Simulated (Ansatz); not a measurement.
The cluster FeI₂. Total charge 0; singlet. Geometry PBE-D4/def2-TZVP; atoms count from 1.

```xyz
3

Fe   -0.001    0.007   -0.003
I     0.027    1.089    2.123
I    -0.027   -1.096   -2.119
```

In the def2 sets I takes a core potential; there is no spin–orbit coupling. The restricted singlet is unstable towards broken spin symmetry in Hartree–Fock (as tested in another run); at PBE0-D4/def2-TZVP this wasn't settled. The geometry of the singlet was relaxed on an unsound state (an occupied level 0.01 eV above an empty one). At PBE0-D4/def2-TZVP a triplet of charge 0 lies 2.17 eV below the restricted singlet, each at its own geometry. That triplet is doubtful there (⟨S²⟩ 3.01, where a pure state has 2.00). The structure comes from a short search, and lower isomers may exist.

Estimate the Mulliken populations from the PBE0/def2-TZVP orbitals of Ansatz.


```json
{"atom": "Fe1", "charge (e)": "0.38", "d electrons": "6.58"}
{"atom": "I2", "charge (e)": "-0.19", "d electrons": "–"}
{"atom": "I3", "charge (e)": "-0.19", "d electrons": "–"}
```
Mulliken values and Mayer orders depend strongly on the basis.

And the Mayer bond orders between bonded heavy atoms (over 0.3)?

Fe1–I2 1.38 (2.39 Å); Fe1–I3 1.38 (2.39 Å).
